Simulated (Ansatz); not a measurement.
Breaking the Br1–F2 bond in BrF (multiplicity 1 held). Energies count from the point at 1.774 Å.


Restricted levels (R-, RO-) in cc, def2 and unpolarised 6-31G sets keep to the state of the molecule at rest. Active spaces are followed from rest. Curves can end on different states.

Correlated levels freeze the cores. Filled d and f shells under p-block atoms count as core.

Programs: Ansatz (a first-principles code) with Gaussian orbitals. Values without a source in brackets are computed.

Energies in kJ/mol.

```csv
R (Å),R-wB97X-V/cc-pVTZ,R-CCSD(T)/cc-pVTZ,R-CCSDT/cc-pVTZ,"FIC-MRCISD on CASSCF(14,8)/cc-pVTZ","FIC-MRCISD+Q on CASSCF(14,8)/cc-pVTZ"
1.419,292,301,301,295,300
1.597,44,50,50,48,49
1.774,0,0,0,0,0
1.952,39,29,29,29,29
2.129,109,82,82,80,81
2.395,222,155,157,148,153
2.662,322,196,206,189,195
3.105,446,193,238,214,222
3.549,527,157,244,220,228
4.081,587,124,244,220,228
4.791,633,106,244,221,229
5.678,665,101,243,221,229
7.097,693,99,243,221,229
```

Doubts at one or more of the structures used: a restricted determinant that unrestricted orbitals would lower (R-wB97X-V/cc-pVTZ, R-CCSD(T)/cc-pVTZ, R-CCSDT/cc-pVTZ); other coupled-cluster roots lie near (R-CCSD(T)/cc-pVTZ, R-CCSDT/cc-pVTZ); T1 above 0.05 (R-CCSD(T)/cc-pVTZ, R-CCSDT/cc-pVTZ).
